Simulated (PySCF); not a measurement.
**From PBE to CCSD(T): MC along the halogens**

PBE and CCSD(T) in PySCF with def2-TZVPP on every atom (core potentials on I), for the lowest determinant that a PBE0 search found; no spin–orbit coupling.

```tsv
molecule	state (unpaired electrons)	PBE Re (Å)	PBE ωe (cm⁻¹)	PBE De (eV)	CCSD(T) Re (Å)	CCSD(T) ωe (cm⁻¹)	CCSD(T) De (eV)
CF	doublet (π ↑)	1.287	1258	6.30	1.278	1312	5.53
CCl	doublet (π ↑)	1.660	856	4.76	1.656	873	4.00
CBr	doublet (π ↑)	1.832	716	4.12	?	?	?
CI	doublet (π ↑)	2.036	631	3.54	2.027	642	2.83
```

**Question.** Estimate the CCSD(T) values of CBr by adding the mean shift from PBE to CCSD(T) of the other rows, and compare with the calculation.

**Answer.** The mean shifts are -0.7 pm, +27 cm⁻¹ and -0.75 eV, which give 1.825 Å, 743 cm⁻¹ and 3.37 eV. CCSD(T)/def2-TZVPP gives Re = 1.824 Å, ωe = 734 cm⁻¹, De = 3.41 eV.

**Question.** What are the mean differences of PBE from CCSD(T) over the whole series?

**Answer.** Re +0.7 pm, ωe -25 cm⁻¹, De +0.74 eV.

In a basis of this size CCSD(T) is itself not converged; it tends to give bonds that are too long and too weak.

Correlated steps freeze the inner cores (2 to 10 orbitals); shallow outer-core shells are correlated. Spin–orbit coupling is left out, which matters for elements this heavy, above all for dissociation energies. States were picked by a PBE0 search and need not be the measured ground states.
